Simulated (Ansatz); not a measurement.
`[OH][Ti]12345678([Cl])([C@H]9[C@@H]1[C@@H]2[C@@H]3[C@H]94)[C@H]1[C@@H]5[C@@H]6[C@@H]7[C@H]18`. Total charge 0; spin multiplicity 1. Correlated methods include outer-core shells of Ti, which these sets cover unevenly. Scalar relativity is left out up to krypton.

Cartesian coordinates in Å:
```
O -1.684 -0.800 -1.176
Ti -0.173 -0.469 -0.149
Cl 0.563 -2.688 0.048
C -1.529 0.961 1.175
C -0.229 1.005 1.725
C 0.081 -0.276 2.211
C -1.053 -1.100 2.010
C -2.042 -0.335 1.386
C 2.047 -0.383 -1.097
C 1.129 -0.409 -2.171
C 0.378 0.779 -2.126
C 0.792 1.517 -1.004
C 1.842 0.797 -0.375
H -1.520 -1.033 -2.093
H -2.041 1.773 0.681
H 0.419 1.866 1.748
H 1.019 -0.589 2.643
H -1.113 -2.151 2.237
H -2.987 -0.703 1.021
H 2.739 -1.169 -0.844
H 1.015 -1.218 -2.875
H -0.427 1.054 -2.790
H 0.394 2.471 -0.695
H 2.380 1.098 0.510
```

Problem. Give the diagnostics of a CCSD(T)/def2-TZVPP run (frozen core, the Gaussian-basis code of Ansatz). (Best estimate.)

Solution. Ansatz gave: T1 = 0.0190, largest single amplitude 0.066, largest double 0.026, (T) share of the correlation energy 5.8 %, 15 CCSD cycles. The RHF solution is stable towards an unrestricted one. T1 lies under the customary mark of 0.02 for closed shells.
